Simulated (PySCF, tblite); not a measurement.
Isomers of [C7H11F3P]+ (charge +1), one GFN2-xTB conformer each. Single-point energies are computed at PBE0/pcSseg-1 (PySCF, gas phase, no added dispersion term), electronic only.

Task: Rank them by PBE0/pcSseg-1 energy, lowest first (kcal/mol).
A. `[CH3:1][P@H+:2]([C:3]([F:4])=[C:5]([F:6])[F:7])[CH:8]1[CH2:9][CH2:10][CH2:11]1` (charge +1) with C1–P2–C3–F4 -43°, C1–P2–C8–C9 -73°, P2–C8–C9–C10 -104°, C8–C9–C10–C11 -10°, C9–C10–C11–C8 10°, P2–C8–C11–C10 103°
B. `[CH2:1]=[CH:2][PH+:3]([CH:4]=[CH2:5])[CH2:6][CH2:7][C:8]([F:9])([F:10])[F:11]` (charge +1) with C1–C2–P3–C4 11°, C2–P3–C4–C5 -120°, C2–P3–C6–C7 58°, P3–C6–C7–C8 47°

Result: B (0.0), A (27.2).

As drawn, the higher has a four-membered ring, which the lower lacks. GFN2-xTB itself gives, in the same order: 0.0, 2.2. Both levels put the same isomer lowest.

Task: Which frontier levels and rotational constants go with these structures?

Result: 
```csv
SMILES,"HOMO (eV, PBE0/pcSseg-1)",LUMO (eV),"A, B, C (MHz)"
C=C[PH+](C=C)CCC(F)(F)F,-12.99,-5.50,"1601, 583.0, 503.8"
C[P@H+](C(F)=C(F)F)C1CCC1,-12.22,-5.14,"1374, 638.9, 513.4"
```

Task: What happens when harmonic zero-point energies from GFN2-xTB frequencies are added?

Result: 
```tsv
SMILES	ZPE (kcal/mol)	electronic (kcal/mol)	with ZPE (kcal/mol)
C=C[PH+](C=C)CCC(F)(F)F	101.4	0.0	0.0
C[P@H+](C(F)=C(F)F)C1CCC1	103.0	27.2	28.9
```

The zero-point energies span 1.6 kcal/mol. The order is unchanged.
